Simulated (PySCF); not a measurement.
These compounds are isomers of formula C$_{7}$H$_{7}$OP.

A. SMILES C=Cc1ocpc1C=C
B. `C1=CC(P(C#C)C)=CO1`
C. SMILES C(C)(=O)C1=CC=CC=P1
D. `C#Cc1pc(C)oc1C`

Spectrum 1. 13C{1H} NMR (computed): δ 200.4 (C), 172.5 (C), 163.7 (CH), 141.5 (CH), 141.5 (CH), 135.0 (CH), 30.7 (CH3).

Spectrum 2. 13C{1H} NMR (computed): δ 203.9 (C), 171.7 (C), 124.0 (C), 93.5 (CH), 82.1 (C), 21.4 (CH3), 17.2 (CH3).

Spectrum 3. 13C{1H} NMR (computed): δ 189.0 (CH), 162.1 (C), 148.3 (C), 135.7 (CH), 129.7 (CH), 123.0 (CH2), 121.9 (CH2).

Spectrum 4. 13C{1H} NMR (computed): δ 147.6 (CH), 146.0 (CH), 131.1 (C), 120.9 (CH), 100.2 (CH), 91.1 (C), 18.3 (CH3).

PySCF calculation with coordinates at the GFN2-xTB level and NMR shieldings at PBE0/pcSseg-1/GIAO; one conformer, non-relativistic, isolated molecule, rapidly exchanging positions averaged.

References, each an isolated molecule treated in the same way: TMS for 13C (σref 186.93). Splittings of carbon signals by F and P are missing where no couplings were computed. Shifts are as computed. Against solution values, carbons near 30 ppm lie about +3 ppm off and those near 130 ppm about +5 ppm. Of 1211 compounds with measured shifts, 218 miss one by over three times the rms of a fit or turn the order of signals round; such compounds aren't used in these exercises.

Which spectrum belongs to which compound?

## Answers

1–C, 2–D, 3–A, 4–B.

- Spectrum 1 (C): 7 13C signals; δC 200.4 is a ketone carbonyl carbon; δC 135.0 is an aromatic CH.
- Spectrum 2 (D): 7 13C signals; δC 93.5 is a terminal alkyne carbon; δC 82.1 is an alkyne carbon.
- Spectrum 3 (A): 7 13C signals; δC 135.7 is an alkene CH; δC 129.7 is an alkene CH.
- Spectrum 4 (B): 7 13C signals; δC 100.2 is a terminal alkyne carbon; δC 91.1 is an alkyne carbon.
